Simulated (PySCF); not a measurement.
# TcS₃⁻: breathing scan

Level of theory: PBE0/[Tc def2-SVPD with ECP28, S def2-SVPD], scalar-relativistic core potentials, density fitting, no spin–orbit coupling, PySCF.

Rigid scan from the singlet minimum (Tc–S 2.103 Å (×3); S–Tc–S 120.0° (×3)). Coordinate: all bonds to the central atom scaled together. Energies in kJ/mol from the minimum.

```
scale of all bonds to the centre  E (kJ/mol)
                            0.88       395.6
                            0.92       153.8
                            0.96        33.7
                            1.00         0.0
                            1.04        26.1
                            1.08        92.3
                            1.14       236.4
                            1.22       466.2
                            1.35       842.5
```

At long bonds a restricted determinant can lie too high, and another spin state can fall below this curve.

Other isomers or separated fragments may lie lower.

The scan took 27 s on 2 threads of a shared Arm Neoverse V1 host; the process peaked at 1.1 GiB.
